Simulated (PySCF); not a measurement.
# How methods differ on the interval between two levels of Te(3+)

Te(3+) [Kr] 4d10 5s2 5p1 [2P3/2, M_J = 3/2] → Te(3+) [Kr] 4d10 5s1 5p2 [4P5/2, M_J = 5/2], as a difference of total energies. Calculation: PySCF 2.14, in x2c-TZVPall-2c; the two-component X2C-1e Hamiltonian. Correlated levels: [Ar] 3d10 frozen; the 6 highest virtual spinors dropped. "Screened" scales the spin-orbit matrix elements by Boettger's factors to mimic the two-electron term; Breit and QED terms are absent.

```json
{"method": "GHF (spin-free)", "interval between two levels (cm⁻¹)": "56344"}
{"method": "GMP2 (spin-free)", "interval between two levels (cm⁻¹)": "69828"}
{"method": "GHF (screened spin-orbit)", "interval between two levels (cm⁻¹)": "55606"}
{"method": "GMP2 (screened spin-orbit)", "interval between two levels (cm⁻¹)": "68899"}
```

The labels give the starting determinants; with spin-orbit coupling the two ends relaxed to ⟨J²⟩ = 3.76, ⟨L²⟩ = 2.03, ⟨S²⟩ = 0.77 and ⟨J²⟩ = 8.75, ⟨L²⟩ = 2.11, ⟨S²⟩ = 3.71.
